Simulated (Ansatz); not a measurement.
Reaction (formal exchange of groups at the Si–Si bond): `O[SiH2][SiH2][SiH2]Cl` + `CNC=O` → `CNC(=O)[SiH2]Cl` + `O[SiH2][SiH3]`

Gas-phase electronic energies from Ansatz, PBE0-D4/def2-TZVP geometries. CCSD(T)/CBS is the MP2 limit (def2-TZVPP, def2-QZVPP) plus CCSD(T) − MP2 in def2-TZVPP, frozen cores. DFT in def2-TZVPP. One conformer a species, not always the lowest.

| level | ΔE (eV) |
| --- | --- |
| PBE0-D4 | 0.20 |
| PBE | 0.18 |
| CCSD/def2-TZVPP | 0.12 |
| CCSD(T)/def2-TZVPP | 0.10 |

Problem. What does CCSD(T)/CBS give? (Best estimate.)

Solution. Computed: +0.10 eV. The listed levels differ from it by 0.10, 0.08, 0.02, 0.00 eV.

Largest T1 diagnostic among the species: 0.015.
